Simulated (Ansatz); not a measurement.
A search over several starts for the lowest SCF solution of PdS₂ at the given spin, in a small basis.

```yaml
crystal:
  periodic: [false, false, false]
  atoms:
    - {symbol: Pd, position_ang: [-1.065145, 0.586355, 0.659512]}
    - {symbol: S, position_ang: [1.137336, -0.069359, 0.448196]}
    - {symbol: S, position_ang: [-0.072191, -0.516996, -1.107717]}
basis:
  gaussian: {orbitals: def2-SVP}
magnetization: {spin_polarized: true, initial_magnetization: 0}
hamiltonian: {xc: pbe0, dispersion: d4}
output: {orbitals: {seedname: orbitals}}
```

```sh
$ ansatz run in.yaml --threads 2 --pin off --events-out ev --progress --plain --max-ram 4352MiB
```

It prints (some lines left out):

```
Functional definition: PBE0
651 factors; integrals over basis functions are off by at most 1.2e-3 eV
mean field evaluation 1: about -25130.8532 eV, gradient 3.1e1 eV
mean field evaluation 2: about -25003.0792 eV, gradient 1.6e2 eV
mean field evaluation 4: about -25135.6107 eV, gradient 5.0e0 eV
mean field evaluation 8: about -25135.8013 eV, gradient 1.2e-1 eV
mean field evaluation 16: about -25135.8014 eV, gradient 2.3e-5 eV
mean field evaluation 32: about -25135.9192 eV, gradient 1.9e-5 eV
mean field evaluation 64: about -25129.0485 eV, gradient 3.2e1 eV
mean field evaluation 96: about -25135.8338 eV, gradient 5.1e-1 eV
mean field evaluation 128: about -25135.8236 eV, gradient 8.2e-6 eV
mean field evaluation 160: about -25135.8236 eV, gradient 1.2e-5 eV
mean field evaluation 192: about -25135.8236 eV, gradient 8.5e-6 eV
mean field evaluation 224: about -25134.2509 eV, gradient 1.2e0 eV
mean field evaluation 256: about -25135.8156 eV, gradient 2.4e-1 eV
mean field -25135.91922527 eV, -923.7279937908 hartree, gradient 5.9e-6 eV, S^2 0.666669; 16 other end points of the search recorded, 0 dependent functions left out
reference -25135.91925961 eV, -923.7279950526 hartree; 25, 25 occupied and 42, 42 virtual orbitals, 651 factors
Total energy: -25136.01824162 eV, -923.7316325745 hartree
```

Run time 19 s (2 threads of Arm Neoverse V2 on a shared host).

Other converged states that the search met: 0.10 eV higher (⟨S²⟩ = 1.01), 0.12 eV higher (⟨S²⟩ = 0.00).

In the def2 sets Pd takes a core potential; there is no spin–orbit coupling. The unrestricted singlet has broken spin symmetry (⟨S²⟩ up to 0.67). The structure comes from a short search, and lower isomers may exist.
